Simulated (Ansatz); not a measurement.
Reaction (redistribution): `[OH][AlH][SiH2]O` + `[OH][GeH2][O][SiH3]` → `O[SiH2][O][GeH2][OH]` + `[OH][AlH][SiH3]`

Gas-phase electronic energies from Ansatz, PBE0-D4/def2-TZVP geometries. CCSD(T)/CBS adds triple-zeta CCSD(T) − MP2 to the extrapolated MP2 energy (def2 sets, frozen cores). DFT in def2-TZVPP. B3LYP here is the variant with VWN-RPA as its local correlation; programs differ in this. For Ge outer-core shells are correlated without core-valence functions, which leaves a few kJ/mol of doubt a bond. Scalar relativity is left out up to krypton. Each species was taken in one conformer, which may not be the lowest.

```csv
level,ΔE (kJ/mol),difference from CCSD(T)/CBS
PBE-D4,-43.4,1.8
PBE0-D4,-45.3,-0.1
B3LYP-D4,-42.9,2.3
ωB97X-V,-44.5,0.7
ωB97M-V,-45.7,-0.5
B2PLYP,-44.6,0.6
r2SCAN,-46.0,-0.8
B3LYP,-43.3,1.9
HF/def2-TZVPP,-44.4,0.8
SCS-MP2/def2-TZVPP,-43.9,1.3
CCSD/def2-TZVPP,-46.9,-1.7
HF/def2-QZVPP,-43.8,1.4
MP2/def2-QZVPP,-44.9,0.3
SCS-MP2/def2-QZVPP,-42.8,2.4
HF/CBS(def2),-43.7,1.5
CCSD/CBS(def2),-45.1,0.1
CCSD(T)/CBS,-45.2,0
```

Largest T1 diagnostic among the species: 0.014.
